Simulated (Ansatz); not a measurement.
Ansatz results at the PBE0-D4/def2-TZVP geometry: LUMO energy (B3LYP/def2-TZVPP) 0.30 eV; LUMO energy (ωB97M-V/def2-TZVPP) 2.08 eV; size of the dipole moment (ωB97M-V/def2-TZVPP) 2.43 D.

Each molecule was computed in one conformer, which needn't be the lowest.

Question: Which molecule gave them?
A. `FB(F)I`
B. `CBOCC`
C. `NBO`
D. `CC(C)OB(F)S`

Answer: D. The others give `FB(F)I`: -0.89, 1.42, 0.37; `CBOCC`: 0.01, 2.07, 1.15; `NBO`: 0.76, 2.44, 0.61.

B3LYP here is the variant with VWN-RPA as its local correlation; programs differ in this.
